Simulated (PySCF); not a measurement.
**Working out the ionisation energy of Zn¹²⁺**

Zn¹²⁺ [Ar] (1S) → Zn¹³⁺ [Ne] 3s2 3p5 (2P). Calculation: PySCF 2.14, in an even-tempered Gaussian basis (17 s from 0.81 bohr⁻², ratio 2.5; 11 p from 1.1 bohr⁻², ratio 2.5; 5 d from 7 bohr⁻², ratio 2.7; 4 f from 11 bohr⁻², ratio 2.7); the non-relativistic Hamiltonian (point nucleus). Frozen: 1s2; the 17 highest virtual orbitals dropped. Energies in hartree (1 hartree = 27.21139 eV):

| part | Zn¹²⁺ (lower) | Zn¹³⁺ (upper) |
| --- | --- | --- |
| UHF | -1717.478365 | -1702.176395 |
| CCSD correlation | -0.593535 | -0.565961 |
| (T) | -0.003062 | -0.003027 |

Task: What does Hartree-Fock give?

Result: (-1702.176395) − (-1717.478365) = 15.301970 hartree = 416.388 eV.

Task: What do CCSD and CCSD(T) give?

Result: The CCSD correlation energies differ by 0.027574 hartree = 0.750 eV and the triples by 0.000035 hartree = 0.001 eV, so CCSD gives 417.138 eV and CCSD(T) 417.139 eV.

A first-order spin-orbit estimate adds -1.284 eV to CCSD(T) (outer shells), giving 415.855 eV against 417.6 ± 1.2 eV (semi-empirical (NIST evaluation); NIST Atomic Spectra Database, ionization energies).

The calculation is non-relativistic.

What remains against the reference includes basis incompleteness, the frozen core and higher excitations.
